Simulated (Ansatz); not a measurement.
Energy difference R1 + R2 → P1, each structure at its B3LYP-D3(BJ)/def2-TZVP stationary point, reached from a drawn start (curvature not checked).
R1, H2 (SMILES [H][H]) (charge 0, multiplicity 1, Z-matrix in Å and degrees):
```
H
H 1 0.7440
```
P1: C2H6 (SMILES CC), charge 0, multiplicity 1.
R2, C2H4 (SMILES C=C) (charge 0, multiplicity 1):
```xyz
6

C     -0.661    -0.039    -0.005
C      0.661     0.039     0.005
H     -1.285     0.835     0.135
H     -1.175    -0.981    -0.153
H      1.285    -0.835    -0.135
H      1.175     0.981     0.153
```

P less R. No zero-point or thermal terms.

Frozen-core correlation throughout.

Programs: Ansatz (a quantum-chemistry and plane-wave program) with Gaussian orbitals. All values are computed, each at the level named.

Total energies in hartree:

```json
[
 {"structure": "R1", "PBE/def2-TZVPP": "-1.166122", "PBE0/def2-TZVPP": "-1.168485", "CCSD(T)/cc-pVQZ": "-1.173794"},
 {"structure": "P1", "PBE/def2-TZVPP": "-79.732724", "PBE0/def2-TZVPP": "-79.752048", "CCSD(T)/cc-pVQZ": "-79.698711"},
 {"structure": "R2", "PBE/def2-TZVPP": "-78.501587", "PBE0/def2-TZVPP": "-78.513552", "CCSD(T)/cc-pVQZ": "-78.461629"}
]
```

Work out the reaction energy at each level in kcal/mol (1 hartree = 627.50947 kcal/mol), and say how far PBE/def2-TZVPP lies from CCSD(T)/cc-pVQZ.


- PBE/def2-TZVPP: (-79.732724) − (-1.166122) − (-78.501587) = -0.065015 hartree = -40.80 kcal/mol
- PBE0/def2-TZVPP: (-79.752048) − (-1.168485) − (-78.513552) = -0.070011 hartree = -43.93 kcal/mol
- CCSD(T)/cc-pVQZ: (-79.698711) − (-1.173794) − (-78.461629) = -0.063288 hartree = -39.71 kcal/mol
PBE/def2-TZVPP less CCSD(T)/cc-pVQZ: -1.09 kcal/mol. CCSD(T)/cc-pVQZ is the level counted from, the highest shown, and no exact or measured value.
